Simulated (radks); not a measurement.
Results of a calculation; reference values are marked as such.
Valence configurations of the scandium ion Sc+ (all share [Ar]). Level of theory: scalar-relativistic Kohn-Sham, r2SCAN, spin-polarised, spherical densities, finite nucleus; open shells are filled with parallel spins first; meta-GGA in the generalised Kohn-Sham scheme; Fermi nuclear charge, rms radius 3.5459 fm (a radial shooting solver on a logarithmic mesh with Libxc functionals). Energies are relative to 3d1 4s1; eigenvalues in eV for spin up.

valence          E (eV)  moment (Bohr magnetons)    e(3d)   e(4p)    e(4s)
3d1 4s1           0.000                        2  -10.226       -  -10.422
3d2               0.727                        2   -7.214       -        -
3d0.5 4s1.5       1.050                        1  -11.986       -  -10.955
3d1 4s0.5 4p0.5   1.861                        2  -10.719  -6.973  -10.607
3d1.5 4p0.5       1.932                        2   -9.110  -6.221        -
3d0.5 4s1 4p0.5   2.106                        2  -12.489  -7.623  -11.574
4s2               2.166                        0        -       -  -11.362
3d1 4p1           3.641                        2  -11.198  -7.213        -
4s1 4p1           4.912                        2        -  -8.520  -12.691
3d0.5 4p1.5       5.967                        2  -13.474  -8.115        -

NIST lists [Ar] 3d1 4s1 as the ground configuration; this level of theory agrees among the configurations tried. The energies are those of spherical high-spin densities, not of single terms.
